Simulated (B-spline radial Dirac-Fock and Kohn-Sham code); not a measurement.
## Sn⁺ 3d5/2: cross section and angular parameters

System: Sn⁺, [Kr] 4d10 5s2 5p1; threshold 502.5 eV (orbital energy of the model). Calculated with an atomic code on a B-spline grid, using Dirac-Hartree-Slater photoionisation with a Latter tail; cross sections with all multipoles, angular parameters from the dipole term and its interference with E2.

For linearly polarised light dσ/dΩ = σ/(4π) [1 + β P₂(cos θ) + (δ + γ cos²θ) sin θ cos φ], with θ from the polarisation vector and φ the angle between the beam and the projection of the electron momentum on the plane normal to the polarisation.

```
hν (eV)  σ (kb)      β       γ      δ
    637    1640  0.517  -0.060  0.003
    800    1010  0.868  -0.068  0.016
    887     795  0.976  -0.048  0.023
   1000     591  1.069  -0.011  0.030
   1190     375  1.158   0.064  0.039
 1486.9     202  1.213   0.186  0.051
   1750     126  1.223   0.291  0.060
   2000    84.1  1.217   0.383  0.069
   2190       ?      ?       ?      ?
   2380    49.1  1.193   0.508  0.081
   3420    15.1  1.101   0.778  0.116
   3470    14.4  1.096   0.789  0.118
   4000    8.91  1.049   0.894  0.136
   4310    6.89  1.023   0.949  0.147
   7950   0.756  0.790   1.374  0.270
   9510   0.383  0.721   1.484  0.320
  12000   0.155  0.634   1.614  0.396
  15000  0.0641  0.553   1.719  0.483
```

**Question.** Give the values at 2190 eV.

**Answer.** σ = 63.6 kb, β = 1.206, γ = 0.447, δ = 0.075.
